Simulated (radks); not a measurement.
Values are calculated unless marked as measured or tabulated.
All-electron atom: the gold ion Au4+ in [Xe] 4f14 5d7 (the NIST ground configuration).

Code: a radial shooting solver on a logarithmic mesh with Libxc functionals. Model: Dirac Kohn-Sham, PBEsol, spin-unpolarised, spherical densities, finite nucleus; open shells fill j = l - 1/2 first; Fermi nuclear charge, rms radius 5.4371 fm.

Energy parts (hartree):
part                       energy
total                 -19034.4777
kinetic                21851.0172
electron-nucleus      -47793.1685
Hartree                 7266.0282
exchange-correlation    -358.3545

Orbitals (lengths in bohr, moments of r in powers of bohr; r(90%) holds 90 % of the orbital's charge):
| orbital | occ. | eigenvalue (hartree) | r(90%) | <r^4> | <1/r> | <r> | small-component weight |
|---|---|---|---|---|---|---|---|
| 1s1/2 | 2 | -2963.245 | 0.0308 | 4.256e-07 | 95.65 | 0.01688 | 8.99e-02 |
| 2s1/2 | 2 | -524.0640 | 0.110 | 0.00006197 | 23.51 | 0.07049 | 2.06e-02 |
| 2p1/2 | 2 | -502.8323 | 0.0967 | 0.00003680 | 23.48 | 0.05799 | 2.07e-02 |
| 2p3/2 | 4 | -435.4174 | 0.108 | 0.00005701 | 19.13 | 0.06654 | 1.84e-02 |
| 3s1/2 | 2 | -125.1506 | 0.270 | 0.002255 | 8.630 | 0.1834 | 6.88e-03 |
| 3p1/2 | 2 | -115.5605 | 0.262 | 0.001965 | 8.547 | 0.1736 | 6.83e-03 |
| 3p3/2 | 4 | -100.6855 | 0.283 | 0.002713 | 7.414 | 0.1893 | 6.16e-03 |
| 3d3/2 | 4 | -84.68663 | 0.256 | 0.001799 | 7.313 | 0.1648 | 6.05e-03 |
| 3d5/2 | 6 | -81.48811 | 0.263 | 0.001983 | 7.055 | 0.1696 | 5.87e-03 |
| 4s1/2 | 2 | -28.65824 | 0.584 | 0.05071 | 3.653 | 0.4071 | 2.33e-03 |
| 4p1/2 | 2 | -24.56182 | 0.595 | 0.05411 | 3.544 | 0.4094 | 2.24e-03 |
| 4p3/2 | 4 | -20.99074 | 0.644 | 0.07413 | 3.150 | 0.4435 | 1.98e-03 |
| 4d3/2 | 4 | -14.26995 | 0.675 | 0.08870 | 2.948 | 0.4519 | 1.78e-03 |
| 4d5/2 | 6 | -13.60468 | 0.691 | 0.09759 | 2.857 | 0.4631 | 1.72e-03 |
| 4f5/2 | 6 | -4.98155 | 0.794 | 0.1790 | 2.483 | 0.4945 | 1.34e-03 |
| 4f7/2 | 8 | -4.84120 | 0.805 | 0.1896 | 2.447 | 0.5014 | 1.32e-03 |
| 5s1/2 | 2 | -5.87573 | 1.32 | 1.311 | 1.487 | 0.9221 | 5.94e-04 |
| 5p1/2 | 2 | -4.53276 | 1.43 | 1.822 | 1.365 | 0.9915 | 5.13e-04 |
| 5p3/2 | 4 | -3.90640 | 1.56 | 2.586 | 1.225 | 1.082 | 4.38e-04 |
| 5d3/2 | 4 | -2.05763 | 2.03 | 7.310 | 0.9546 | 1.362 | 2.75e-04 |
| 5d5/2 | 3 | -1.98421 | 2.09 | 8.157 | 0.9250 | 1.400 | 2.61e-04 |

The highest occupied level is 5d5/2 at -53.993 eV. For comparison, the ionisation energy in NIST's Atomic Spectra Database is 60 eV (theoretical). In exact Kohn-Sham theory the highest level is minus the ionisation energy, but local and semilocal functionals leave it too shallow, through self-interaction and a potential that decays too fast; potentials with the right tail come closer. The density falls to 0.001 e/bohr^3 at r = 3.10 bohr.

Beside tabulated values, note that spin-unpolarised runs miss the spin-polarisation part of the exchange energy of open shells.
